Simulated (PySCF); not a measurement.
# Vanadium: a sound run and one with changed settings

Sound run: V [Ar] 3d3 4s2, V⁺ [Ar] 3d4. Calculation: PySCF 2.14, in Sapporo-DKH3-DZP-2012 (6s5p3d1f, 43 functions); the spin-free X2C one-electron Hamiltonian (Gaussian nucleus). The sound run starts from symmetry-adapted Hartree-Fock orbitals and uses a fine grid where one is needed.

Changed run: initial guess minao, at most 5 SCF cycles. This setting is unsound on purpose.

```tsv
species	method	sound run (hartree)	changed run (hartree)	converged
V	UHF	-948.11987	-948.11987	no
V	BP86	-949.29226	-948.85221	no
V	TPSS	-949.18152	-949.09787	no
V⁺	UHF	-947.89436	-947.90908	no
V⁺	BP86	-949.04916	-949.04218	no
V⁺	TPSS	-948.94844	-948.93578	no
```

The SCF was stopped early; the energies are upper bounds that still move, and correlated levels were skipped or rest on poor orbitals.
